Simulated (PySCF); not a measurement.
**AlSi2H10N3O2**

The system: AlSi2H10N3O2, a molecule drawn as a unit of a network glass or zeolite (built as: Si Al Si, H ends, N bridges); neutral, singlet. The structure, one conformer, was relaxed in the gas phase by PBE0-D3(BJ)/def2-SVP. No frequency run checks that it is a minimum.

SMILES: [OH][Al-]1([OH])[NH][SiH2]N[SiH2][NH2+]1

```xyz
18

O     1.129    1.283   -2.598
Al    0.698    0.391   -1.198
O     1.517    0.539    0.357
N     0.192   -1.351   -1.187
Si    0.060   -1.948    0.428
N    -0.804   -0.794    1.455
Si   -0.770    0.925    1.402
N    -0.735    1.492   -0.353
H     1.779    1.000   -3.241
H     2.248    0.008    0.679
H    -0.250   -1.885   -1.926
H    -0.762   -3.201    0.478
H     1.388   -2.259    1.043
H    -1.659   -1.160    1.864
H    -2.138    1.339    1.870
H     0.194    1.738    2.177
H    -1.653    1.415   -0.794
H    -0.455    2.473   -0.429
```
Atom numbers follow the order of the file, from 1.

Shieldings: GIAO PBE0/pcSseg-1. Shifts are against computed references at the same level: H TMS (σ 31.27 ppm), Si TMS (σ 352.0 ppm). Core levels by delta-SCF with SCAN, pcX-2 on the ionised atom and pcseg-1 elsewhere, spin-free X2C (2p3/2 is the spin-free 2p value less a third of a first-order spin-orbit splitting); from the vacuum level, for chosen atoms.

Give the shieldings and core levels atom by atom.


```csv
atoms,bonded to,σ (ppm),δ (ppm),core level (eV)
O1,1 Al + 1 H,313.6,-,1s 537.31
Al2,2 N + 2 O,481.8,-,2p3/2 79.51
O3,1 Al + 1 H,264.4,-,1s 537.24
N4,1 Al + 1 Si + 1 H,228.9,-,-
Si5,2 N + 2 H,386.9,-34.9,-
N6,2 Si + 1 H,217.9,-,-
Si7,2 N + 2 H,397.3,-45.3,2p3/2 107.38
N8,1 Al + 1 Si + 2 H,222.3,-,1s 406.07
H9,1 O,30.25,1.02,-
H10,1 O,29.90,1.36,-
H11,1 N,30.78,0.49,-
H12,1 Si,26.54,4.72,-
H13,1 Si,26.28,4.99,-
H14,1 N,30.18,1.08,-
H15,1 Si,26.41,4.86,-
H16,1 Si,25.78,5.48,-
H17,1 N,30.15,1.12,-
H18,1 N,29.82,1.45,-
```

Values are those of this one static structure; atoms that internal rotation interchanges would show their mean in an NMR spectrum.

By CAM-B3LYP/def2-SVPD (TDDFT singlets, Tamm-Dancoff triplets, ionisation by delta-SCF), where does absorption start, and what does vertical ionisation take?

The lowest singlet lies at 6.03 eV (f 0.029), the lowest triplet at 5.81 eV; vertical ionisation takes 9.01 eV.
